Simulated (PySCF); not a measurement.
Optical rotation: `[Si@@H]1(CC)OC[C@H]1CF`, C$_{5}$H$_{11}$FOSi

Molfile (atoms numbered from 1):
```
C5H11FOSi
     RDKit          3D

 19 19  0  0  0  0  0  0  0  0999 V2000
   -3.0826   -0.3721   -0.0606 C   0  0  0  0  0  0  0  0  0  0  0  0
   -1.7965   -0.0163   -0.7985 C   0  0  0  0  0  0  0  0  0  0  0  0
   -0.2659   -0.3770    0.2558 Si  0  0  2  0  0  4  0  0  0  0  0  0
    0.0084    0.6662    1.5107 O   0  0  0  0  0  0  0  0  0  0  0  0
    1.3052    1.1069    1.0832 C   0  0  0  0  0  0  0  0  0  0  0  0
    1.4162    0.3798   -0.2597 C   0  0  1  0  0  0  0  0  0  0  0  0
    2.5967   -0.5431   -0.3952 C   0  0  0  0  0  0  0  0  0  0  0  0
    3.7736    0.1689   -0.5271 F   0  0  0  0  0  0  0  0  0  0  0  0
   -3.1537    0.1846    0.8697 H   0  0  0  0  0  0  0  0  0  0  0  0
   -3.9550   -0.1404   -0.6690 H   0  0  0  0  0  0  0  0  0  0  0  0
   -3.1035   -1.4323    0.1770 H   0  0  0  0  0  0  0  0  0  0  0  0
   -1.7514   -0.5880   -1.7248 H   0  0  0  0  0  0  0  0  0  0  0  0
   -1.8308    1.0382   -1.0778 H   0  0  0  0  0  0  0  0  0  0  0  0
   -0.1704   -1.7765    0.6807 H   0  0  0  0  0  0  0  0  0  0  0  0
    1.3109    2.1944    1.0187 H   0  0  0  0  0  0  0  0  0  0  0  0
    2.0506    0.7858    1.8114 H   0  0  0  0  0  0  0  0  0  0  0  0
    1.4026    1.0731   -1.0990 H   0  0  0  0  0  0  0  0  0  0  0  0
    2.7199   -1.1764    0.4884 H   0  0  0  0  0  0  0  0  0  0  0  0
    2.5159   -1.1666   -1.2913 H   0  0  0  0  0  0  0  0  0  0  0  0
  1  2  1  0
  2  3  1  0
  3  4  1  0
  4  5  1  0
  5  6  1  0
  6  7  1  0
  7  8  1  0
  6  3  1  0
  1  9  1  0
  1 10  1  0
  1 11  1  0
  2 12  1  0
  2 13  1  0
  3 14  1  1
  5 15  1  0
  5 16  1  0
  6 17  1  6
  7 18  1  0
  7 19  1  0
M  END
```

Method: TDDFT PBE0/def2-SVPD circular dichroism and optical rotation, one conformer, gas phase (PySCF 2.14.0). Geometry: GFN2-xTB.

The molecule is flexible and this is one conformer; a measurement averages over conformers. States above about 7.8 eV (minus the energy of the highest occupied orbital) lie near or above the ionisation threshold and depend on the basis.

Stereocentres: Si3 S, C6 S.

What is the specific rotation at 633, 589.3, 546, 436, 405, 365, 355 nm?

[α] in deg dm⁻¹ (g/mL)⁻¹:
| λ (nm) | origin-invariant length gauge | modified velocity gauge | length gauge (centre of mass) | isotropic polarisability (au) |
| --- | --- | --- | --- | --- |
| 633 | +15.7 | +18.2 | +15.0 | 88.8 |
| 589.3 | +20.2 | +23.1 | +19.4 | 89.1 |
| 546 | +26.7 | +30.1 | +25.8 | 89.5 |
| 436 | +64.9 | +70.6 | +63.4 | 91.0 |
| 405 | +88.9 | +95.6 | +87.2 | 91.8 |
| 365 | +142.0 | +150.5 | +139.8 | 93.0 |
| 355 | +161.8 | +170.9 | +159.4 | 93.4 |

And for the mirror image at 589.3 nm?

-20.2 deg dm⁻¹ (g/mL)⁻¹ (origin-invariant length gauge): the same size and the opposite sign.

What is the molar rotation [Φ] = [α]·M/100 of the geometry above at 589.3 nm?

With M = 134.22 g/mol, +27.1 deg cm² dmol⁻¹ (origin-invariant length gauge).

The first excitation lies at 6.37 eV (195 nm) with R = -1.8 × 10⁻⁴⁰ esu² cm² (velocity form).
